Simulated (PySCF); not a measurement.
C4H8BP.
Geometry (PBE0-D3(BJ)/def2-SVP, Å), atoms numbered from 1 in this order:
```xyz
14
C4H8BP angstrom
C     -2.2388   -1.6859    0.0506
C     -1.6757   -0.5812   -0.4647
C     -0.2761   -0.2490   -0.3022
C      0.3321    0.8455   -0.8244
B      1.8368    1.1454   -0.7011
P      3.0362    0.1627    0.3899
H     -3.3000   -1.9071   -0.0849
H     -1.6479   -2.4051    0.6262
H     -2.2872    0.1229   -1.0409
H      0.3174   -0.9660    0.2816
H     -0.3012    1.5223   -1.4141
H      2.3514    1.9640   -1.4300
H      3.9186    1.1961    0.8027
H      2.3184    0.0184    1.6095
```

Method: PySCF, PBE0-D3(BJ)/def2-SVP geometry optimisation, gas phase.

Take the most abundant isotopes and a rigid rotor. The values belong to one conformer with, in the numbering `[CH2:1]=[CH:2]/[CH:3]=[CH:4]/[BH:5][PH2:6]`, C1–C2–C3–C4 179°, C3–C4–B5–P6 -9°, C4–B5–P6–H -145° and -45°.

Q: Give the principal moments of inertia and the rotational constants in MHz.

A: Ia = 67.52, Ib = 459.06, Ic = 523.04 u·Å²; 505379 MHz·u·Å²/I gives A = 7485, B = 1101, C = 966.2 MHz.

Q: Classify the top.

A: A near-prolate asymmetric top. Ray's parameter κ = (2B − A − C)/(A − C) = -0.959; −1 is the prolate and +1 the oblate limit.

Q: Is it planar, by Δ = Ic − Ia − Ib?

A: Not planar: Δ = Ic − Ia − Ib = -3.53 u·Å². For a rigid frame Δ = −2 Σ m c², so Σ m c² = 1.76 u·Å² lies off the ab plane: 1.61 from hydrogen and 0.15 from heavier atoms. The atom farthest from that plane is 1.02 Å away.

Q: Give the other two planar moments, Paa and Pbb, and the rms extents of the mass along the axes.

A: Paa = Σ m a² = (Ib + Ic − Ia)/2 = 457.29 and Pbb = Σ m b² = (Ia + Ic − Ib)/2 = 65.75 u·Å². With the mass M = 98.05 u, the rms extents √(P/M) along a, b and c are 2.16, 0.82, 0.13 Å.

Q: List the rotational levels J(Ka,Kc) to J = 3 (K).

A: Above 0(0,0), as E/k:
J = 1: 1(0,1) 0.099, 1(1,1) 0.406, 1(1,0) 0.412
J = 2: 2(0,2) 0.298, 2(1,2) 0.598, 2(1,1) 0.617, 2(2,1) 1.536, 2(2,0) 1.536
J = 3: 3(0,3) 0.595, 3(1,3) 0.885, 3(1,2) 0.924, 3(2,2) 1.834, 3(2,1) 1.834, 3(3,1) 3.382, 3(3,0) 3.382
Those of J = 1 are B + C, A + C and A + B.

Q: Which lines would a microwave search look for?

A: The dipole components are |μa| = 1.84 D, |μb| = 0.28 D, |μc| = 0.77 D. The squared components, which scale the intensities, stand as 1.00 : 0.02 : 0.17 (a : b : c). Some of the stronger lines:

```
type  branch         J(Ka,Kc)    MHz  lower level (cm⁻¹)
   a       Q  2(1,1) ← 2(1,2)    404               0.415
   a       Q  4(1,3) ← 4(1,4)   1347               0.882
   c       Q  3(1,3) ← 3(0,3)   6057               0.413
   a       R  3(0,3) ← 2(0,2)   6193               0.207
   c       Q  1(1,1) ← 1(0,1)   6384               0.069
   a       R  3(1,2) ← 2(1,1)   6402               0.429
   a       R  4(2,3) ← 3(2,2)   8267               1.275
   a       R  4(3,2) ← 3(3,1)   8273               2.351
   a       R  4(3,1) ← 3(3,0)   8273               2.351
   a       R  4(1,3) ← 3(1,2)   8534               0.642
   c       R  2(1,1) ← 1(0,1)  10788               0.069
   c       R  3(1,2) ← 2(0,2)  13058               0.207
   c       Q  2(2,1) ← 2(1,1)  19153               0.429
   c       R  2(2,0) ← 1(1,0)  23424               0.286
   c       R  2(2,1) ← 1(1,1)  23557               0.282
   c       R  3(2,1) ← 2(1,1)  25365               0.429
   c       R  3(2,2) ← 2(1,2)  25759               0.415
   c       R  4(2,2) ← 3(1,2)  27251               0.642
   c       R  4(2,3) ← 3(1,3)  28027               0.615
   c       R  3(3,1) ← 2(2,1)  38461               1.068
   c       R  4(3,1) ← 3(2,1)  40522               1.275
   c       R  4(3,2) ← 3(2,2)  40533               1.275
   c       R  4(4,0) ← 3(3,0)  53431               2.351
   c       R  4(4,1) ← 3(3,1)  53431               2.351
```

PBE0-D3(BJ)/def2-SVP frequencies: not computed here. These are rigid-rotor constants of the computed structure; measured ground-state constants (B0) also hold zero-point vibration. Quadrupole hyperfine structure (11B) is left out.
